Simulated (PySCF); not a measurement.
CH5F2NSi, SMILES C(F)([SiH2]N)F.

Geometry: ωB97X-D3(BJ)/def2-SVP. The structure was generated by enumeration, and PubChem lists no compound with its InChIKey, so it may never have been made. The values are those of a single conformer.

Two levels are set side by side: TDA-PBE/def2-SVPD (PySCF) and TDA-PBE0/def2-SVPD (PySCF). Vertical, same geometry. The lowest singlet is HOMO→LUMO 99 % with PBE and HOMO→LUMO 99 % with the other functional; states are paired by order. Differences are taken from unrounded values.

| quantity | TDA-PBE |
|---|---|
| lowest singlet excitation (eV) | 5.64 |
| lowest triplet excitation (TDA) (eV) | 5.31 |

### Question
These are the TDA-PBE values. What does TDA-PBE0 give? (The exact figures need the calculation; the answer reports its results.)

### Answer

| quantity | TDA-PBE0 | TDA-PBE minus TDA-PBE0 |
|---|---|---|
| lowest singlet excitation (eV) | 6.33 | -0.69 |
| lowest triplet excitation (TDA) (eV) | 5.92 | -0.61 |

Functionals without exact exchange tend to place singlet excitations lower, as here. Differences between two approximate levels are no errors against the true value.

Rough cost on one machine, each run with all the roots and properties that it gave: TDA-PBE0 against TDA-PBE about 2 times.
